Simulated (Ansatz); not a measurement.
Computed with Ansatz on PBE0-D4/def2-TZVP structures; ΔE is electronic, products minus reactants. CBS: MP2 limit from def2 TZ/QZ plus the TZ coupled-cluster correction, frozen cores. DFT in def2-TZVPP. Each species was taken in one conformer, which may not be the lowest.

Reaction (formal exchange of groups at a B–Cl bond): `BCB(C)Cl` + `C=C(O)S` → `BCB(C)O` + `C=C(S)Cl`

`BCB(C)Cl`:

Z-matrix (Å, degrees):
```
C
B 1 1.564
B 1 1.552 2 106.6
H 1 1.099 2 104.8 3 113.6
H 1 1.090 2 112.2 3 -124.8
Cl 2 1.769 1 118.0 3 100.5
C 2 1.557 1 124.0 3 -79.6
H 3 1.196 1 121.3 2 -108.7
H 3 1.198 1 120.0 2 69.3
H 7 1.092 2 113.1 1 15.1
H 7 1.098 2 107.9 1 -103.7
H 7 1.092 2 112.5 1 139.8
```

`C=C(O)S`:

```xyz
8

C    -0.993    0.834    0.203
C     0.013    0.025   -0.107
O     0.019   -0.701   -1.251
S     1.444   -0.111    0.921
H    -1.796    0.994   -0.505
H    -1.024    1.326    1.163
H     0.930   -0.917   -1.473
H     1.408   -1.451    1.049
```

`BCB(C)O`:

Cartesian coordinates in Å:
```
B 1.205 0.989 1.058
C 0.907 0.558 -0.389
B -0.206 -0.582 -0.245
C -1.723 -0.296 -0.497
O 0.154 -1.844 0.114
H 0.585 1.869 1.584
H 2.015 0.398 1.717
H 1.777 0.105 -0.876
H 0.491 1.360 -1.002
H -2.364 -1.139 -0.236
H -1.885 -0.058 -1.555
H -2.052 0.588 0.058
H 1.097 -1.947 0.269
```

`C=C(S)Cl`:

```xyz
7

C     0.998   -0.226    0.531
C    -0.237   -0.054    0.078
S    -0.620   -0.059   -1.631
Cl   -1.575    0.073    1.167
H     1.828   -0.259   -0.162
H     1.194   -0.344    1.588
H    -1.589    0.868   -1.570
```

```json
{"level": "ωB97M-V", "ΔE (kcal/mol)": "-8.0"}
{"level": "MP2/def2-TZVPP", "ΔE (kcal/mol)": "-9.2"}
{"level": "CCSD/def2-TZVPP", "ΔE (kcal/mol)": "-8.6"}
{"level": "HF/def2-QZVPP", "ΔE (kcal/mol)": "-7.3"}
```

Question: What does CCSD(T)/CBS give? (An estimate is asked.)

Answer: Computed: -9.1 kcal/mol. The listed levels differ from it by 1.1, -0.1, 0.5, 1.8 kcal/mol.

Largest T1 diagnostic among the species: 0.012.

In def2-TZVPP, CCSD(T) changes the Hartree–Fock value by −1.6 kcal/mol (the triples alone add −0.1 kcal/mol) and MP2 by −2.1 kcal/mol.
